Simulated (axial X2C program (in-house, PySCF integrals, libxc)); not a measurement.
Spin–orbit effects down a group: molecules with Li, HF

Computed with an in-house relativistic program for diatomic molecules, spin-free (one-electron X2C) or two-component (2c: spin–orbit coupling with atomic mean-field Coulomb and Gaunt terms, which also bring small scalar terms), in Dyall basis sets with cores contracted in-house; open shells are unrestricted.

Basis sets: Ag dyall-cv3z, Au dyall-cv3z, Cu dyall-cv3z, Li dyall-cv3z.

```
molecule  spin-free state  Re (Å)  ωe (cm⁻¹)  De (eV)  2c state  Re 2c (Å)  ωe 2c (cm⁻¹)  De 2c (eV)
    LiCu   M_S = 0, Λ = 0   2.471      318.4      n/a     Ω = 0      2.472         318.3         n/a
    LiAg   M_S = 0, Λ = 0   2.567      309.9     0.51     Ω = 0      2.567         309.9        0.51
    LiAu   M_S = 0, Λ = 0   2.369      408.6     1.27     Ω = 0      2.367         410.7        1.29
```

(1) Work out the shifts from the spin-free to the two-component result.

Each entry is the lowest single determinant of a limited PBE0 search at one distance. De goes to single-determinant-based atoms at the same level (for ions the charge split of lowest energy) and is withheld (n/a) where an atom does not fit its ground term or J level. Main or longest-lived isotopes.

Answers

(1) 

```json
{"molecule": "LiCu", "2c state": "Ω = 0", "ΔRe (Å)": "0.001", "Δωe (cm⁻¹)": "-0.1", "ΔDe (eV)": "n/a"}
{"molecule": "LiAg", "2c state": "Ω = 0", "ΔRe (Å)": "0.000", "Δωe (cm⁻¹)": "0.0", "ΔDe (eV)": "0.00"}
{"molecule": "LiAu", "2c state": "Ω = 0", "ΔRe (Å)": "-0.002", "Δωe (cm⁻¹)": "2.1", "ΔDe (eV)": "0.02"}
```

Shifts of one unit in the last digit are rounding.
